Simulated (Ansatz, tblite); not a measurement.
Spin states of the cluster CuAu₂, each relaxed with PBE0-D4/def2-TZVP in Ansatz. Electronic energies in the gas phase.

In the def2 sets Au takes a core potential; there is no spin–orbit coupling. The xTB rows come from tblite. Correlated methods freeze 9 core orbitals; core or outer-core shells of Au are correlated, in sets that lack core-valence functions. The structure comes from a short search, and lower isomers may exist.

Doublet geometry (C2v within 0.1 Å):

Cartesian coordinates in Å:
```
Au 0.714 -1.366 -0.002
Au -1.197 0.434 -0.869
Cu 0.483 0.932 0.870
```

Quartet geometry (C2v within 0.1 Å):

```xyz
3

Au   -0.020    1.025    1.084
Au    0.855   -1.223    0.023
Cu   -0.835    0.197   -1.107
```

⟨S²⟩: doublet 0.76 at PBE0-D4/def2-TZVP (pure 0.75), quartet 3.77 at PBE0-D4/def2-TZVP (pure 3.75).

Only these spin states were relaxed. Higher spins weren't run and may lie lower.

Second-order perturbation terms are unreliable where d shells bring near-degenerate states, and here PBE-QIDH/def2-TZVP lies more than 0.4 eV from the median of the functionals without such a term.

| level | quartet − doublet (kJ/mol) | lowest of these |
| --- | --- | --- |
| GFN1-xTB | 183.5 | doublet |
| GFN2-xTB | 382.2 | doublet |
| HF/def2-TZVP | 84.9 | doublet |
| r2SCAN-D4/def2-TZVP | 175.4 | doublet |
| r2SCAN0-D4/def2-TZVP | 199.2 | doublet |
| PBE-QIDH/def2-TZVP | 257.4 | doublet |
| CCSD/def2-TZVP | 223.2 | doublet |
| CCSD(T)/def2-TZVP | 230.0 | doublet |

Change of the quartet − doublet gap on mixing in exact exchange, in kJ/mol: r2SCAN to r2SCAN0 (25 % exact exchange) 23.8.

The xTB methods have no spin-polarisation term.
